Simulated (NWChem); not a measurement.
System: disilicic acid (Si₂H₆O₇); SMILES O[Si](O)(O)O[Si](O)(O)O

Here is an NWChem input.

```
start job
memory heap 200 mb stack 900 mb global 1100 mb
geometry units angstroms noautosym nocenter noautoz
  O      1.056424    -2.537310     0.884469
  Si    -0.012521    -1.480777     0.211523
  O      0.195810    -1.517024    -1.419070
  O     -1.514057    -1.880536     0.743844
  O      0.236812     0.076594     0.727714
  Si     0.018427     1.557821     0.065650
  O      1.230981     2.546930     0.573831
  O     -0.003243     1.275984    -1.574228
  O     -1.400819     2.307468     0.402142
  H      1.843257    -2.697157     0.355321
  H      0.085556    -0.642160    -1.828778
  H     -1.703942    -2.822355     0.771814
  H      2.057161     2.110127     0.800339
  H     -0.426041     1.951791    -2.113332
  H     -1.454219     2.767949     1.244464
end
basis spherical
  * library 6-31g*
end
dft
  xc pbe0
  iterations 150
end
cosmo
  do_cosmo_smd true
  solvent propanol
end
task dft energy
```

Parts of the log:

```
             Northwest Computational Chemistry Package (NWChem) 7.3.0
             --------------------------------------------------------

                             Geometry "geometry" -> ""
                             -------------------------

 Output coordinates in angstroms (scale by  1.889725989 to convert to a.u.)

  No.       Tag          Charge          X              Y              Z
 ---- ---------------- ---------- -------------- -------------- --------------
    1 O                    8.0000     1.05642400    -2.53731000     0.88446900
    2 Si                  14.0000    -0.01252100    -1.48077700     0.21152300
    3 O                    8.0000     0.19581000    -1.51702400    -1.41907000
    4 O                    8.0000    -1.51405700    -1.88053600     0.74384400
    5 O                    8.0000     0.23681200     0.07659400     0.72771400
    6 Si                  14.0000     0.01842700     1.55782100     0.06565000
    7 O                    8.0000     1.23098100     2.54693000     0.57383100
    8 O                    8.0000    -0.00324300     1.27598400    -1.57422800
    9 O                    8.0000    -1.40081900     2.30746800     0.40214200
   10 H                    1.0000     1.84325700    -2.69715700     0.35532100
   11 H                    1.0000     0.08555600    -0.64216000    -1.82877800
   12 H                    1.0000    -1.70394200    -2.82235500     0.77181400
   13 H                    1.0000     2.05716100     2.11012700     0.80033900
   14 H                    1.0000    -0.42604100     1.95179100    -2.11333200
   15 H                    1.0000    -1.45421900     2.76794900     1.24446400

 Effective nuclear repulsion energy (a.u.)     736.3711587405

                                 NWChem DFT Module
                                 -----------------

 Summary of "ao basis" -> "ao basis" (spherical)
 ------------------------------------------------------------------------------
       Tag                 Description            Shells   Functions and Types
 ---------------- ------------------------------  ------  ---------------------
 O                           6-31g*                  6       14   3s2p1d
 Si                          6-31g*                  8       18   4s3p1d
 H                           6-31g*                  2        2   2s

 in cosmo_initialize ...
 calling solv_data for solv:propanol

 solvent parameters
 solvname_short: propanol
 solvname_long:  1-propanol
 dielec:       20.5240
 dielecinf:     1.9182
 nonaqueous SMD model solvent descriptors
 dielec:       20.5240
 sola:          0.3700
 solb:          0.4800
 solc:          0.0000
 solg:         33.5700
 solh:          0.0000
 soln:          1.3850

          ---------------
          -cosmo- solvent
          ---------------
 Cosmo: York-Karplus, doi: 10.1021/jp992097l
 dielectric constant -eps-     =  20.52
 screen = (eps-1)/(eps    )    =   0.95128
 surface charge correction     = lagrangian

   van der Waals surface
 --------------------------

 ---------- ATOMIC COORDINATES (A.U.) ------------ VDWR(ANG.) --
     1    1.99635189   -4.79482065    1.67140406     1.628
     2   -0.02366126   -2.79826278    0.39972051     2.470
     3    0.37002725   -2.86675968   -2.68165346     1.628
     4   -2.86115286   -3.55369775    1.40566134     1.628
     5    0.44750979    0.14474167    1.37518006     1.628
     6    0.03482198    2.94385483    0.12406051     2.470
     7    2.32621679    4.81299981    1.08438335     1.628
     8   -0.00612838    2.41126013   -2.97485956     1.628
     9   -2.64716407    4.36048225    0.75993819     1.628
    10    3.48325066   -5.09688768    0.67145933     1.200
    11    0.16167740   -1.21350644   -3.45588931     1.200
    12   -3.21998348   -5.33347759    1.45851697     1.200
    13    3.88747060    3.98756183    1.51242141     1.200
    14   -0.80510075    3.68835018   -3.99361840     1.200
    15   -2.74807544    5.23066516    2.35169596     1.200
 number of segments per atom =        128
 number of   points per atom =        128
 atom (   nspa,  nppa )
 ----------------------
    1 (     52,     0 )       0
    2 (     60,     0 )       0
    3 (     49,     0 )       0
    4 (     49,     0 )       0
    5 (     17,     0 )       0
    6 (     58,     0 )       0
    7 (     49,     0 )       0
    8 (     38,     0 )       0
    9 (     49,     0 )       0
   10 (     53,     0 )       0
   11 (     37,     0 )       0
   12 (     55,     0 )       0
   13 (     56,     0 )       0
   14 (     57,     0 )       0
   15 (     53,     0 )       0
 number of -cosmo- surface points =      732
 molecular surface =    161.603 angstrom**2
 molecular volume  =    148.830 angstrom**3
 -lineq- algorithm             =   0
 -bem- low  level              =   3
 -bem- from -octahedral-
 gaussian surface charge width =   4.50000
 degree of switching           =   1.00000
 switching function tolerance  =   0.00010
 atomic radii =
 --------------
    1  8.000  1.628
    2 14.000  2.470
    3  8.000  1.628
    4  8.000  1.628
    5  8.000  1.628
    6 14.000  2.470
    7  8.000  1.628
    8  8.000  1.628
    9  8.000  1.628
   10  1.000  1.200
   11  1.000  1.200
   12  1.000  1.200
   13  1.000  1.200
   14  1.000  1.200
   15  1.000  1.200
 ...... end of -cosmo- initialization ......

 nat:                    15
 ixmem:                 12074
 calling mnsol_interface()
 G(SMD-CDS) energy (kcal/mol)  =     2.643
 SMD-CDS SASA (angstrom**2)    =   198.535

            General Information
            -------------------
          SCF calculation type: DFT
          Wavefunction type:  closed shell.
          No. of atoms     :    15
          No. of electrons :    90
           Alpha electrons :    45
            Beta electrons :    45
          Charge           :     0
          Spin multiplicity:     1
          Use of symmetry is: off; symmetry adaption is: off
          Maximum number of iterations: 150
          AO basis - number of functions:   146
                     number of shells:    70
          Convergence on energy requested:  1.00D-06
          Convergence on density requested:  1.00D-05
          Convergence on gradient requested:  5.00D-04

              XC Information
              --------------
                         PBE0 Method XC Functional
                     Hartree-Fock (Exact) Exchange  0.250
          PerdewBurkeErnzerhof Exchange Functional  0.750
            Perdew 1991 LDA Correlation Functional  1.000 local
           PerdewBurkeErnz. Correlation Functional  1.000 non-local

             Grid Information
             ----------------
          Grid used for XC integration:  medium
          Radial quadrature: Mura-Knowles
          Angular quadrature: Lebedev.
          Tag              B.-S. Rad. Rad. Pts. Rad. Cut. Ang. Pts.
          ---              ---------- --------- --------- ---------
          O                   0.60       49          13.0       434
          Si                  1.10       88          11.0       590
          H                   0.35       45          13.0       434
          Grid pruning is: on
          Number of quadrature shells:   789
          Spatial weights used:  Erf1

      Superposition of Atomic Density Guess
      -------------------------------------

 Sum of atomic energies:       -1103.90447590

      Non-variational initial energy
      ------------------------------

 Total energy =   -1107.034897
 1-e energy   =   -2992.695528
 2-e energy   =    1149.289473
 HOMO         =      -0.478122
 LUMO         =       0.007528

   convergence    iter        energy       DeltaE   RMS-Dens  Diis-err
 ---------------- ----- ----------------- --------- --------- ---------
     COSMO gas phase
 d= 0,ls=0.0,diis     1  -1108.4720959137 -1.84D+03  1.15D-02  2.21D+00
 d= 0,ls=0.0,diis     2  -1108.4425903933  2.95D-02  5.76D-03  2.73D+00
 d= 0,ls=0.0,diis     3  -1108.6906329058 -2.48D-01  6.80D-04  3.46D-02
 d= 0,ls=0.0,diis     4  -1108.6936216138 -2.99D-03  2.12D-04  2.07D-03
 d= 0,ls=0.0,diis     5  -1108.6937516241 -1.30D-04  8.40D-05  6.76D-04
  Resetting Diis
 d= 0,ls=0.0,diis     6  -1108.6938142794 -6.27D-05  9.06D-06  2.49D-06
 d= 0,ls=0.0,diis     7  -1108.6938144189 -1.39D-07  9.15D-06  1.30D-06

   convergence    iter        energy       DeltaE   RMS-Dens  Diis-err
 ---------------- ----- ----------------- --------- --------- ---------
     COSMO solvation phase
 d= 0,ls=0.0,diis     1  -1108.7262232995 -3.24D-02  1.24D-03  1.29D-02
 d= 0,ls=0.0,diis     2  -1108.7291736403 -2.95D-03  2.86D-04  3.05D-03
 d= 0,ls=0.0,diis     3  -1108.7293768050 -2.03D-04  1.31D-04  1.10D-03
 d= 0,ls=0.0,diis     4  -1108.7294749346 -9.81D-05  3.68D-05  6.71D-05
 d= 0,ls=0.0,diis     5  -1108.7294811766 -6.24D-06  9.62D-06  5.28D-06
 d= 0,ls=0.0,diis     6  -1108.7294816108 -4.34D-07  3.16D-06  7.58D-07

         Total DFT energy =    -1108.729481610821
      One electron energy =    -3002.199732113527
           Coulomb energy =     1260.196898345808
    Exchange-Corr. energy =     -103.914232759338
 Nuclear repulsion energy =      736.371158740490

             COSMO energy =        0.816426175746

 Numeric. integr. density =       89.999981566782

                                COSMO-SMD solvation results
                                ---------------------------

             internal energy in gas <Psi(g)|H|Psi(g)> =     -1108.693814418871
         internal energy in solvent <Psi(s)|H|Psi(s)> =     -1108.690256202585
                               delta internal energy  =         0.003558216286 (    2.23 kcal/mol)
   total free energy in solvent <Psi(s)|H+V/2|Psi(s)> =     -1108.733692868857
 polarization energy contribution <Psi(s)|V/2|Psi(s)> =        -0.043436666272 (  -27.26 kcal/mol)
    total free energy in solvent including G(SMD-CDS) =     -1108.729481610821
                       G(SMD-CDS) energy contribution =         0.004211258036 (    2.64 kcal/mol)
     1 M fixed-concentration free energy of solvation =        -0.035667191950 (  -22.38 kcal/mol)

                       DFT Final Molecular Orbital Analysis
                       ------------------------------------

 Vector   43  Occ=2.000000D+00  E=-3.389115D-01
              MO Center= -6.6D-02, -1.0D-01,  4.4D-01, r^2= 6.8D+00
   Bfn.  Coefficient  Atom+Function         Bfn.  Coefficient  Atom+Function
  ----- ------------  ---------------      ----- ------------  ---------------
     4      0.303471   1 O  py              124      0.299252   9 O  py
    63     -0.239458   5 O  px                8      0.231650   1 O  py
   128      0.226121   9 O  py               67     -0.183188   5 O  px
     3      0.174958   1 O  px              125     -0.151062   9 O  pz
     7      0.132475   1 O  px              110     -0.130452   8 O  py

 Vector   44  Occ=2.000000D+00  E=-3.345104D-01
              MO Center=  4.6D-01,  1.6D+00, -1.9D-01, r^2= 3.8D+00
   Bfn.  Coefficient  Atom+Function         Bfn.  Coefficient  Atom+Function
  ----- ------------  ---------------      ----- ------------  ---------------
    97      0.409509   7 O  pz              109      0.327059   8 O  px
   101      0.317628   7 O  pz              113      0.258900   8 O  px
   110      0.207665   8 O  py               63     -0.172666   5 O  px
   114      0.159092   8 O  py               67     -0.133602   5 O  px
    95     -0.122378   7 O  px              123     -0.109197   9 O  px

 Vector   45  Occ=2.000000D+00  E=-3.256973D-01
              MO Center= -2.8D-01, -1.3D+00, -3.9D-01, r^2= 3.7D+00
   Bfn.  Coefficient  Atom+Function         Bfn.  Coefficient  Atom+Function
  ----- ------------  ---------------      ----- ------------  ---------------
    35      0.452782   3 O  px               51     -0.355534   4 O  pz
    39      0.351324   3 O  px               55     -0.275431   4 O  pz
     5      0.134782   1 O  pz               63     -0.129646   5 O  px
    65      0.130039   5 O  pz               67     -0.106195   5 O  px
     9      0.101568   1 O  pz               69      0.101809   5 O  pz

 Vector   46  Occ=0.000000D+00  E= 3.541124D-02
              MO Center=  3.8D-02,  3.4D-01,  8.6D-02, r^2= 7.8D+00
   Bfn.  Coefficient  Atom+Function         Bfn.  Coefficient  Atom+Function
  ----- ------------  ---------------      ----- ------------  ---------------
    84      0.871689   6 Si s                24      0.805236   2 Si s
    66     -0.484175   5 O  s               112     -0.441333   8 O  s
    98     -0.426301   7 O  s               126     -0.411709   9 O  s
     6     -0.365038   1 O  s                52     -0.366618   4 O  s
    38     -0.337269   3 O  s               144      0.276322  14 H  s

 Vector   47  Occ=0.000000D+00  E= 7.366514D-02
              MO Center= -2.7D-03, -5.3D-01,  2.9D-01, r^2= 1.1D+01
   Bfn.  Coefficient  Atom+Function         Bfn.  Coefficient  Atom+Function
  ----- ------------  ---------------      ----- ------------  ---------------
    24      0.628941   2 Si s                 6     -0.566280   1 O  s
    26     -0.503693   2 Si py               52     -0.478961   4 O  s
    98      0.452403   7 O  s                84     -0.433028   6 Si s
    86     -0.429137   6 Si py              126      0.416073   9 O  s
   136      0.364082  10 H  s               140      0.325137  12 H  s

 Vector   48  Occ=0.000000D+00  E= 1.008173D-01
              MO Center=  3.6D-02,  8.3D-01, -3.7D-01, r^2= 7.4D+00
   Bfn.  Coefficient  Atom+Function         Bfn.  Coefficient  Atom+Function
  ----- ------------  ---------------      ----- ------------  ---------------
   112      0.675057   8 O  s                87      0.654095   6 Si pz
   144     -0.519743  14 H  s                66     -0.371053   5 O  s
    38      0.310327   3 O  s                25      0.288262   2 Si px
    98     -0.287580   7 O  s               138     -0.286153  11 H  s
    27      0.276074   2 Si pz                6     -0.243467   1 O  s

     Multipole analysis of the density
     ---------------------------------

     L   x y z        total         alpha         beta         nuclear
     -   - - -        -----         -----         ----         -------
     0   0 0 0     -0.000000    -45.000000    -45.000000     90.000000

     1   1 0 0      0.642172      1.360700      1.360700     -2.079228
     1   0 1 0      0.487662     -3.463489     -3.463489      7.414640
     1   0 0 1     -0.254948     -5.626450     -5.626450     10.997952

     2   2 0 0    -42.655193   -143.970410   -143.970410    245.285627
     2   1 1 0     -0.805276      2.773901      2.773901     -6.353079
     2   1 0 1      0.316817      2.468128      2.468128     -4.619438
     2   0 2 0    -42.022405   -560.272861   -560.272861   1078.523317
     2   0 1 1     -0.004681     22.025635     22.025635    -44.055950
     2   0 0 2    -45.753225   -141.067049   -141.067049    236.380874
```

Level: PBE0/6-31G* (spherical d), SMD on the gas-phase geometry. The geometry was optimised at PBE0/def2-SVP. Not confirmed as a minimum by frequencies. Solvent: 1-propanol.
